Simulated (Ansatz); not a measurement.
Molecule: sum formula Si3N2H9, net charge -1, singlet state. It need not be the lowest isomer of its formula. Whether it binds its extra electron was not tested at this geometry. 
Coordinates optimised at B3LYP-D3(BJ)/def2-TZVP (Ansatz, an electronic-structure program):
```
Si
N 1 1.6305
Si 2 1.6421 1 149.47
N 1 1.7800 2 111.38 3 141.23
H 4 1.0106 1 111.55 2 -20.07
Si 4 1.6981 5 117.38 1 -163.32
H 6 1.4891 4 111.86 5 -147.74
H 6 1.4942 7 107.18 4 -120.99
H 6 1.4962 7 105.13 8 -111.74
H 1 1.5086 2 116.25 3 20.17
H 3 1.5093 2 114.00 1 -143.20
H 3 1.5114 11 102.44 2 125.97
H 1 1.5120 10 102.92 4 -105.65
H 3 1.5139 11 102.71 12 105.97
```
Charge -1, spin multiplicity 1.

Parts of the frozen-core correlation energy in cc-pwCVTZ (Ansatz, hartree). Frozen orbitals: 17; correlated occupied orbitals by spin: 16 and 16; virtual: 356 and 356. Spin-orbit coupling is left out. No relativistic terms.

```json
[
 {"term": "reference (HF)", "value": "-981.14687"},
 {"term": "MP2 opposite-spin", "value": "-0.65372"},
 {"term": "MP2 same-spin", "value": "-0.17116"},
 {"term": "CCSD correlation", "value": "-0.88393"},
 {"term": "(T)", "value": "-0.03501"},
 {"term": "T1 diagnostic", "value": "0.012"},
 {"term": "largest doubles amplitude", "value": "0.020"}
]
```
